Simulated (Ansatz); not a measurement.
Cost and result up the ladder for (I2In-mu-Cl)2 (In₂I₄Cl₂) (8 atoms). Charge 0, multiplicity 1. Geometry: PBE-D4/def2-SVP.

| atom | x (Å) | y (Å) | z (Å) |
| --- | --- | --- | --- |
| In1 | -1.5726 | -0.4559 | -0.8817 |
| I2 | -2.9474 | -2.4912 | 0.1732 |
| I3 | -2.1728 | 1.0034 | -3.0394 |
| Cl4 | 0.9043 | -1.1345 | -1.0260 |
| In5 | 1.5727 | 0.4569 | 0.8819 |
| I6 | 2.1692 | -1.0152 | 3.0319 |
| I7 | 2.9499 | 2.4963 | -0.1617 |
| Cl8 | -0.9033 | 1.1402 | 1.0219 |

Ansatz on 4 threads of Arm Neoverse V2 on a shared host. Times are rough, and most runs start from the orbitals of an earlier one. CAM-B3LYP-D4/def2-TZVP serves as the yardstick here, not as an exact answer. Differences are given only for rows in sets of like size (and for xTB, whose basis is part of the method), since another set adds its own error. Binding counts from free atoms at the same level (In doublet, I doublet, Cl doublet; other spins of the atoms weren't run), without zero-point energy or a counterpoise term.

In the def2 sets I, In take a core potential; there is no spin–orbit coupling. Correlated methods freeze 34 core orbitals; core or outer-core shells of In, I are correlated, in sets that lack core-valence functions. The rows differ in basis, and correlated rows in double-zeta sets carry the largest basis error.

Correlated methods converge slowly with the basis, most of all in double-zeta sets.

| level | functions | wall time | binding energy per atom (eV) | difference from CAM-B3LYP-D4/def2-TZVP (eV) |
| --- | --- | --- | --- | --- |
| PBE-D4/def2-SVP | 192 | 3.8 s | 2.36 | – |
| PBE0-D4/def2-SVP | 192 | 8.5 s | 2.33 | – |
| MP2/def2-SVP | 192 | 9 s | 2.28 | – |
| PBE-D4/def2-TZVP | 374 | 9.5 s | 2.34 | 0.14 |
| BLYP-D4/def2-TZVP (with forces) | 374 | 13 s | 2.18 | -0.02 |
| r2SCAN-D4/def2-TZVP | 374 | 22 s | 2.35 | 0.14 |
| PBE0-D4/def2-TZVP | 374 | 30 s | 2.32 | 0.12 |
| CAM-B3LYP-D4/def2-TZVP | 374 | 32 s | 2.21 | 0.00 |
